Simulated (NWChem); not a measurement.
Molecule: CH5AlFN; SMILES [CH3][Al]([NH2])[F]

```xyz
9

Al     0.0290     0.0341     0.0000
F      1.5863     0.6423     0.0000
C     -0.2565    -1.8847     0.0000
H     -1.3243    -2.1537     0.0000
H      0.2085    -2.3506     0.8843
H      0.2085    -2.3506    -0.8843
N     -1.2623     1.2380     0.0000
H     -2.2545     1.0318     0.0000
H     -1.1168     2.2413     0.0000
```
Atoms are numbered in this order, from 1.

Computed with NWChem. Geometry: optimised at PBE0/def2-SVP.

Problem. What does the run give for B3LYP/def2-TZVP? Quantities: highest occupied level (eV); orbital gap (eV); dipole (D).

Solution. 
```json
{
 "highest occupied level (eV)": "-7.29",
 "orbital gap (eV)": "6.93",
 "dipole (D)": "2.24"
}
```
